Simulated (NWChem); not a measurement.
System: CuH₃O; SMILES [OH2]->[CuH]

Input file for NWChem:

```
start job
memory heap 200 mb stack 900 mb global 1100 mb
geometry units angstroms noautoz
  Cu     0.014362    -0.535711     0.000000
  H     -0.011611    -2.020307     0.000000
  O      0.013032     1.454110     0.000000
  H     -0.430721     1.832457    -0.769982
  H     -0.430721     1.832457     0.769982
end
basis spherical
  * library def2-svp
end
dft
  xc mn15
  iterations 150
  mulliken
end
task dft energy
```

NWChem printed, in part:

```
             Northwest Computational Chemistry Package (NWChem) 7.3.0
             --------------------------------------------------------

 CS  symmetry detected

                             Geometry "geometry" -> ""
                             -------------------------

 Output coordinates in angstroms (scale by  1.889725989 to convert to a.u.)

  No.       Tag          Charge          X              Y              Z
 ---- ---------------- ---------- -------------- -------------- --------------
    1 Cu                  29.0000     0.00973056     0.47971875     0.00000000
    2 H                    1.0000    -0.05783378     1.96300394     0.00000000
    3 O                    8.0000     0.06416009    -1.50935812     0.00000000
    4 H                    1.0000    -0.36881656    -1.89999144    -0.76998200
    5 H                    1.0000    -0.36881656    -1.89999144     0.76998200

 Effective nuclear repulsion energy (a.u.)      94.7626331793

      Symmetry information
      --------------------

 Group name             Cs
 Group number              2
 Group order               2
 No. of unique centers     4

                                 NWChem DFT Module
                                 -----------------

 Summary of "ao basis" -> "ao basis" (spherical)
 ------------------------------------------------------------------------------
       Tag                 Description            Shells   Functions and Types
 ---------------- ------------------------------  ------  ---------------------
 Cu                         def2-svp                11       31   5s3p2d1f
 H                          def2-svp                 3        5   2s1p
 O                          def2-svp                 6       14   3s2p1d

      Symmetry analysis of basis
      --------------------------

        a'         40
        a"         20

            General Information
            -------------------
          SCF calculation type: DFT
          Wavefunction type:  closed shell.
          No. of atoms     :     5
          No. of electrons :    40
           Alpha electrons :    20
            Beta electrons :    20
          Charge           :     0
          Spin multiplicity:     1
          Use of symmetry is: on ; symmetry adaption is: on
          Maximum number of iterations: 150
          AO basis - number of functions:    60
                     number of shells:    26
          Convergence on energy requested:  1.00D-06
          Convergence on density requested:  1.00D-05
          Convergence on gradient requested:  5.00D-04

              XC Information
              --------------
                         MN15 Method XC Functional
                     Hartree-Fock (Exact) Exchange  0.440
                          MN15 Exchange Functional  1.000
                        MN15 Correlation Potential  1.000

             Grid Information
             ----------------
          Grid used for XC integration:  medium
          Radial quadrature: Mura-Knowles
          Angular quadrature: Lebedev.
          Tag              B.-S. Rad. Rad. Pts. Rad. Cut. Ang. Pts.
          ---              ---------- --------- --------- ---------
          Cu                  1.35      112           8.0       590
          H                   0.35       45          11.0       434
          O                   0.60       49          10.0       434
          Grid pruning is: on
          Number of quadrature shells:   251
          Spatial weights used:  Erf1

      Superposition of Atomic Density Guess
      -------------------------------------

 Sum of atomic energies:       -1714.87421686

      Non-variational initial energy
      ------------------------------

 Total energy =   -1714.936213
 1-e energy   =   -2574.741022
 2-e energy   =     765.042176
 HOMO         =      -0.431387
 LUMO         =      -0.027979

      Symmetry analysis of molecular orbitals - initial
      -------------------------------------------------

  Numbering of irreducible representations:

     1 a'          2 a"

  Orbital symmetries:

     1 a'          2 a'          3 a'          4 a"          5 a'
     6 a'          7 a'          8 a'          9 a"         10 a'
    11 a'         12 a"         13 a'         14 a'         15 a"
    16 a'         17 a"         18 a'         19 a'         20 a'
    21 a'         22 a'         23 a'         24 a"         25 a'
    26 a"         27 a'         28 a'         29 a"         30 a'

     ---------------------------------------------
      Total Density - Mulliken Population Analysis
     ---------------------------------------------

    Atom       Charge   Shell Charges
 -----------   ------   -------------------------------------------------------
    1 Cu  29    29.14   2.00  2.00  2.00  0.97  0.01  6.00  6.01  0.18  8.40  1.56  0.00
    2 H    1     1.06   0.61  0.44  0.01
    3 O    8     8.50   1.99  1.07  0.58  2.99  1.86  0.00
    4 H    1     0.65   0.52  0.07  0.06
    5 H    1     0.65   0.52  0.07  0.06

[...]
```

Level: MN15/def2-SVP. All runs use the structure optimised with PBE0/def2-SVP.
